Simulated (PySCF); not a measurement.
# Working with the constants of InB

UHF-CCSD(T) constants of InB, ³Π (triplet), unpaired electrons σ ↑, π ↑ (In def2-SVP with ECP28, B def2-SVP; scalar-relativistic core potentials (PySCF 2.14); masses 114.9039 and 11.0093 u):

- ωe: 395.1 cm⁻¹
- ωexe: 2.49 cm⁻¹
- Be: 0.28433 cm⁻¹
- αe: 0.00245 cm⁻¹
- D (centrifugal): 5.89e-07 cm⁻¹
- De to In + B: 1.41 eV

Question: Give the vibrational terms G(v) and spacings up to v = 6.

Answer: G(v) = ωe(v+½) − ωexe(v+½)².

| v | G(v) (cm⁻¹) | G(v) − G(v−1) | Bv (cm⁻¹) |
| --- | --- | --- | --- |
| 0 | 196.9 |  | 0.2831 |
| 1 | 587.0 | 390.1 | 0.2807 |
| 2 | 972.2 | 385.1 | 0.2782 |
| 3 | 1352.3 | 380.2 | 0.2758 |
| 4 | 1727.5 | 375.2 | 0.2733 |
| 5 | 2097.7 | 370.2 | 0.2709 |
| 6 | 2462.9 | 365.2 | 0.2684 |

Question: How well does the Morse estimate ωe²/(4ωexe) reproduce De, and what is D0?

Answer: It gives 1.94 eV, 138 % of the computed De. D0 = De − G(0) = 1.41 − 0.02 = 1.39 eV.

Correlated steps freeze 5 core orbitals. Correlated levels converge slowly with the basis: in double zeta they bind strong bonds too weakly, by up to about 1 eV, and carry superposition errors of some tenths. Spin–orbit coupling is left out, which matters for elements this heavy, above all for dissociation energies. The state is the lowest determinant that a PBE0 search found; another state may lie lower at other levels.
